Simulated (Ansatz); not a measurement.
```yaml
crystal:
  periodic: [false, false, false]
  atoms:
    - {symbol: N, position_ang: [-1.137830, 1.219255, -0.324693]}
    - {symbol: Hf, position_ang: [0.369370, -0.111322, -0.603226]}
    - {symbol: N, position_ang: [0.623794, -1.064775, 1.164843]}
    - {symbol: F, position_ang: [-0.138483, -1.353203, -1.974423]}
    - {symbol: F, position_ang: [1.963238, 0.838586, -1.090665]}
    - {symbol: H, position_ang: [-1.642649, 1.363162, 0.537435]}
    - {symbol: H, position_ang: [-1.506343, 1.846615, -1.026149]}
    - {symbol: H, position_ang: [0.185940, -1.935815, 1.431981]}
    - {symbol: H, position_ang: [1.282972, -0.802504, 1.884907]}
basis:
  gaussian: {orbitals: ANO-RCC-VTZP}
hamiltonian: {xc: {name: PBE0-DH}}
output: {forces: true}
```

```sh
$ ansatz run in.yaml --threads 2 --pin off --events-out ev --progress --plain --max-ram 32768MiB --backend cpu
```

Output, abridged:

```
Functional definition: PBE0-DH
2040 factors; integrals over basis functions are off by at most 9.8e-4 eV
mean field evaluation 1: about -418794.9294 eV, gradient 9.2e1 eV
mean field evaluation 2: about -418794.9777 eV, gradient 9.2e1 eV
mean field evaluation 4: about -418808.0507 eV, gradient 2.5e1 eV
mean field evaluation 8: about -418808.4408 eV, gradient 2.6e-1 eV
mean field evaluation 16: about -418808.4409 eV, gradient 7.7e-5 eV
mean field -418808.44090910 eV, -15390.9263248523 hartree, gradient 5.2e-6 eV, S^2 0.000000; 0 other end points of the search recorded, 0 dependent functions left out
27 core orbitals not correlated: weight in the atoms' cores, before any rotation towards them, 1.000 or more for the frozen orbitals, at most 0.000 for the correlated occupied ones
reference -418808.44094237 eV, -15390.9263260748 hartree; 27, 27 occupied and 226, 226 virtual orbitals, 2040 factors
second order -72.94242904 eV of doubles, -0.00000000 eV of singles
Total energy: -418817.55874600 eV, -15391.2613991779 hartree
Relativity: scalar
Atom 0 at    -1.137830     1.219255    -0.324693 Å, force     0.272401    -0.235033    -0.063619 eV/Å
Atom 1 at     0.369370    -0.111322    -0.603226 Å, force    -0.022147     0.019716     0.005081 eV/Å
Atom 2 at     0.623794    -1.064775     1.164843 Å, force    -0.021200     0.159491    -0.347464 eV/Å
Atom 3 at    -0.138483    -1.353203    -1.974423 Å, force     0.184357     0.426784     0.472249 eV/Å
Atom 4 at     1.963238     0.838586    -1.090665 Å, force    -0.547374    -0.335878     0.164506 eV/Å
Atom 5 at    -1.642649     1.363162     0.537435 Å, force     0.101169    -0.034078    -0.160149 eV/Å
Atom 6 at    -1.506343     1.846615    -1.026149 Å, force     0.075385    -0.121779     0.128018 eV/Å
Atom 7 at     0.185940    -1.935815     1.431981 Å, force     0.079094     0.163838    -0.058017 eV/Å
Atom 8 at     1.282972    -0.802504     1.884907 Å, force    -0.121684    -0.043061    -0.140603 eV/Å
Dipole moment:    -0.251092     0.031458     0.518001 e Å
```

Hardware: 2 threads of a server CPU on a shared host. Wall time 2.2 min, peak host memory 1.9 GiB.
